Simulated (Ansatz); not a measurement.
Ansatz (a first-principles code) input for C3H5, SMILES [CH]1CC1, multiplicity 2, PBE-D3(BJ)/def2-TZVP. 

Ansatz 0.2 input:
```yaml
crystal:
  periodic: [false, false, false]
  atoms:
    - {symbol: C, position_ang: [0.16691183, -0.86763151, 0.00000000]}
    - {symbol: C, position_ang: [-0.03053461, 0.36213666, 0.76619611]}
    - {symbol: C, position_ang: [-0.03053460, 0.36213666, -0.76619611]}
    - {symbol: H, position_ang: [-0.34934576, -1.81441040, 0.00000001]}
    - {symbol: H, position_ang: [-0.96645033, 0.51255989, 1.29576625]}
    - {symbol: H, position_ang: [0.82359535, 0.82471990, 1.25074799]}
    - {symbol: H, position_ang: [0.82359534, 0.82471990, -1.25074801]}
    - {symbol: H, position_ang: [-0.96645033, 0.51255988, -1.29576626]}
basis:
  gaussian:
    orbitals: def2-TZVP
hamiltonian:
  xc: pbe
  dispersion: d3bj
magnetization: {spin_polarized: true, initial_magnetization: 1}
relax: {f_tol: 0.002, max_steps: 200}
```

Output:

```
WARN ansatz: RAYON_NUM_THREADS=1 ignored (pool sized by the plan → 1); use --threads N
Functional definition: PBE
integrals: 0.03 GiB planned
760 factors; their error is unknown
mean field: 0.40 GiB planned
mean field evaluation 1: about -3175.9474 eV, gradient 4.6e1 eV
mean field evaluation 2: about -3157.4678 eV, gradient 7.4e1 eV
mean field evaluation 4: about -3186.2548 eV, gradient 1.2e0 eV
mean field evaluation 8: about -3186.2602 eV, gradient 2.4e-2 eV
mean field evaluation 16: about -3186.2270 eV, gradient 4.9e-5 eV
mean field -3186.22698821 eV, -117.0916821144 hartree, gradient 4.9e-5 eV, S^2 0.753158; 0 other end points of the search recorded, 0 dependent functions left out
the calculation of the forces begins
reference -3186.22702425 eV, -117.0916834388 hartree; 12, 11 occupied and 111, 112 virtual orbitals, 760 factors
relax step   1: F+E_penalty+E_count = -3186.33836680 eV  Δ(F+E_penalty+E_count) = +0.000e0 eV  max|allowed force component| = 2.680e-1 eV/Å  Δτ_max = 0.0000 Å  (30 SCF iters, accepted)
these checks for a lower state are left out or cut short: starts, cluster_reference, orbital_swaps, neighbouring_geometries, increment
integrals: 0.03 GiB planned
760 factors; their error is unknown
mean field: 0.40 GiB planned
mean field -3186.23359377 eV, -117.0919248643 hartree, gradient 1.3e-5 eV, S^2 0.753186; 0 other end points of the search recorded, 0 dependent functions left out
the calculation of the forces begins
reference -3186.23362993 eV, -117.0919261933 hartree; 12, 11 occupied and 111, 112 virtual orbitals, 760 factors
relax step   2: F+E_penalty+E_count = -3186.34480223 eV  Δ(F+E_penalty+E_count) = -6.435e-3 eV  max|allowed force component| = 7.613e-2 eV/Å  Δτ_max = 0.0087 Å  (33 SCF iters, accepted)
these checks for a lower state are left out or cut short: starts, cluster_reference, orbital_swaps, neighbouring_geometries, increment
integrals: 0.03 GiB planned
760 factors; their error is unknown
mean field: 0.40 GiB planned
mean field evaluation 32: about -3186.2344 eV, gradient 1.3e-5 eV
mean field -3186.23438631 eV, -117.0919539898 hartree, gradient 1.3e-5 eV, S^2 0.753201; 0 other end points of the search recorded, 0 dependent functions left out
the calculation of the forces begins
reference -3186.23442254 eV, -117.0919553209 hartree; 12, 11 occupied and 111, 112 virtual orbitals, 760 factors
relax step   3: F+E_penalty+E_count = -3186.34550519 eV  Δ(F+E_penalty+E_count) = -7.030e-4 eV  max|allowed force component| = 9.789e-3 eV/Å  Δτ_max = 0.0044 Å  (33 SCF iters, accepted)
these checks for a lower state are left out or cut short: starts, cluster_reference, orbital_swaps, neighbouring_geometries, increment
integrals: 0.03 GiB planned
760 factors; their error is unknown
mean field: 0.40 GiB planned
mean field -3186.23443049 eV, -117.0919556134 hartree, gradient 1.3e-5 eV, S^2 0.753211; 0 other end points of the search recorded, 0 dependent functions left out
the calculation of the forces begins
reference -3186.23446672 eV, -117.0919569446 hartree; 12, 11 occupied and 111, 112 virtual orbitals, 760 factors
relax step   4: F+E_penalty+E_count = -3186.34553022 eV  Δ(F+E_penalty+E_count) = -2.503e-5 eV  max|allowed force component| = 1.543e-2 eV/Å  Δτ_max = 0.0044 Å  (33 SCF iters, accepted)
these checks for a lower state are left out or cut short: starts, cluster_reference, orbital_swaps, neighbouring_geometries, increment
integrals: 0.03 GiB planned
760 factors; their error is unknown
mean field: 0.40 GiB planned
mean field -3186.23444327 eV, -117.0919560828 hartree, gradient 1.3e-5 eV, S^2 0.753213; 0 other end points of the search recorded, 0 dependent functions left out
the calculation of the forces begins
reference -3186.23447949 eV, -117.0919574140 hartree; 12, 11 occupied and 111, 112 virtual orbitals, 760 factors
relax step   5: F+E_penalty+E_count = -3186.34553999 eV  Δ(F+E_penalty+E_count) = -9.773e-6 eV  max|allowed force component| = 2.651e-3 eV/Å  Δτ_max = 0.0006 Å  (33 SCF iters, accepted)
these checks for a lower state are left out or cut short: starts, cluster_reference, orbital_swaps, neighbouring_geometries, increment
integrals: 0.03 GiB planned
760 factors; their error is unknown
mean field: 0.40 GiB planned
mean field -3186.23444324 eV, -117.0919560819 hartree, gradient 1.3e-5 eV, S^2 0.753214; 0 other end points of the search recorded, 0 dependent functions left out
the calculation of the forces begins
reference -3186.23447947 eV, -117.0919574130 hartree; 12, 11 occupied and 111, 112 virtual orbitals, 760 factors
relax step   6: F+E_penalty+E_count = -3186.34554132 eV  Δ(F+E_penalty+E_count) = -1.329e-6 eV  max|allowed force component| = 1.021e-3 eV/Å  Δτ_max = 0.0006 Å  (32 SCF iters, accepted)
integrals: 0.03 GiB planned
760 factors; their error is unknown
mean field: 0.40 GiB planned
mean field evaluation 64: about -3186.2344 eV, gradient 1.3e-5 eV
mean field -3186.23444324 eV, -117.0919560819 hartree, gradient 1.3e-5 eV, S^2 0.753214; 1 other end points of the search recorded, 0 dependent functions left out
the calculation of the forces begins
reference -3186.23447947 eV, -117.0919574130 hartree; 12, 11 occupied and 111, 112 virtual orbitals, 760 factors
Total energy: -3186.34557754 eV, -117.0960401920 hartree
Atom 0 at     0.163754    -0.870136     0.000000 Å, force    -0.000863     0.001021     0.000000 eV/Å
Atom 1 at    -0.031028     0.362328     0.768361 Å, force     0.000268    -0.000793    -0.000985 eV/Å
Atom 2 at    -0.031028     0.362328    -0.768361 Å, force     0.000268    -0.000793     0.000985 eV/Å
Atom 3 at    -0.345210    -1.830195     0.000000 Å, force     0.000027     0.000024    -0.000000 eV/Å
Atom 4 at    -0.973416     0.518308     1.303067 Å, force     0.000173    -0.000106     0.000077 eV/Å
Atom 5 at     0.830566     0.827925     1.256912 Å, force    -0.000023     0.000376     0.000442 eV/Å
Atom 6 at     0.830566     0.827925    -1.256912 Å, force    -0.000023     0.000376    -0.000442 eV/Å
Atom 7 at    -0.973416     0.518308    -1.303067 Å, force     0.000173    -0.000106    -0.000077 eV/Å
Dipole moment:    -0.112548     0.064632    -0.000000 e Å
```

Self-consistency was reached.
